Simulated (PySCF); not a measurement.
hexafluorobutadiene (C4F6), SMILES FC(F)=C(F)C(F)=C(F)F.

Geometry optimised at B3LYP-D3(BJ)/def2-SVP. One conformer was computed; it need not be the lowest.

Computed with ωB97X/def2-SVP (PySCF).

The molecule is in vacuum.

```yaml
total_energy: -750.63824 hartree
point_group: C2h
highest_occupied_level: -9.07 eV
lowest_empty_level: 1.11 eV
orbital_gap: 10.17 eV
dipole_moment: 0.000 e·Å
quadrupole, principal values (traceless, Buckingham form, about the centre of nuclear charge): -4.72, -0.11, 4.83 D·Å
mean_static_polarisability: 47.0 bohr³ (6.97 Å³)
polarisability_principal_values: 24.2, 38.2, 78.7 bohr³
```
